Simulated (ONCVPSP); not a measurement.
**Before and after: ONCV potential for Bi (Z = 83)**

- Element: bismuth (Bi)
- Generator: ONCVPSP 4.0.1
- Type: optimised norm-conserving Vanderbilt (ONCV)
- Functional: PBE
- Relativity: fully relativistic
- Frozen core: [Xe] 4f14
- Valence charge: 15
- Reference configuration: 5d10 6s2 6p2.5 (charge +0.5)
- Partial waves: 6s: rc 1.75 bohr, ncon 4, nbas 8, qcut 3.1 1/bohr, 3 projectors, debl 2.3 Ha; 6p: rc 2.25 bohr, ncon 3, nbas 7, qcut 4 1/bohr, 2 projectors, debl 1.7 Ha; 5d: rc 1.40 bohr, ncon 3, nbas 8, qcut 12 1/bohr, 2 projectors, debl 3.6 Ha
- Local potential: polynomial inside 0.95 bohr (lpopt 5, dvloc0 0 Ha)
- Core correction: polynomial model core, fcfact 0.55

Open shells are filled in proportion to 2j + 1.

Change: scalar-relativistic.

Cutoffs: the cutoffs (Ha) at which the residual kinetic energy of the hardest occupied pseudo-wave falls to 1 and 0.1 mHa per electron; they do not see the model core or the augmentation charge, which bear on the density cutoff. Errors are all-electron minus pseudo energies relative to the spin-unpolarised reference configuration.

Problem. How do hardness, ghosts and transferability respond?

Solution. The potential gets neither clearly harder nor softer (27 Ha and 46 Ha → 26 Ha and 45 Ha); both files keep a bound ghost (p, s); of the 4 tests that both files solve, the error grows in 4 and shrinks in 0 by more than 15 % and 0.3 meV (median size 2.0 → 5.4 meV).

```tsv
quantity	base	changed
cutoff, loose	27 Ha	26 Ha
cutoff, tight	46 Ha	45 Ha
loose cutoff by channel	s 14 Ha, p 6.4 Ha, d 27 Ha	s 14 Ha, p 5.9 Ha, d 26 Ha
bound ghosts	s, p3/2, p1/2	s, p
GHOST(+) flags under 300 eV	s at 231.9 eV	s at 230.1 eV
error for 5d10 6s2 6p3, meV [ΔE -3.17 → -3.10 eV]	-0.2	+1.2
error for 5d10 6s2 6p2, meV [ΔE 4.89 → 4.82 eV]	-0.2	-2.5
error for 5d10 6s2 6p1, meV [ΔE 20.32 → 20.06 eV]	-3.8	-14
error for 5d10 6s1 6p4, meV [ΔE 6.69 → 6.99 eV]	-6.3	-8.3
s: phases at 1.77 bohr within 0.05 rad from the reference energy up to (Ha; the scan ends near 5)	to the end of the scan	to the end of the scan
rms error of d²Exc/dni dnj with the model core, mHa	2.29	0.49
```

 A true bound ghost makes a file unfit for plane-wave use even where its test errors are small: the radial tests pick states by their node count and pass the ghost by.
